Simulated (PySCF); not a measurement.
H5Si2, SMILES [SiH2][SiH3] (connectivity only; charge and spin as stated), charge +1, multiplicity 1. Heavy atoms are numbered as in [SiH2:1][SiH3:2]. Hydrogens are named by the atom that carries them.

Geometry: r2SCAN-D4/def2-TZVP. The spin state was assumed, not searched. The isomer is the one that the SMILES or the coordinates give; other isomers of the formula were not compared.

The numbers are results of PBE0/pcSseg-2 (PySCF), not measurements.

GIAO shieldings, no solvent; atoms alike by connectivity are averaged. δ = σ(ref) − σ: ²⁹Si against TMS (σ = 341.9 ppm); ¹H against TMS (σ = 31.54 ppm), references at their B3LYP-D3(BJ)/def2-TZVP geometries, non-relativistic.

```
nucleus       atoms  count  δ (ppm)
-------  ----------  -----  -------
²⁹Si     Si1 (SiH2)      1    514.8
²⁹Si     Si2 (SiH3)      1    -80.2
¹H         H on Si1      2     9.99
¹H         H on Si2      3     5.06
```
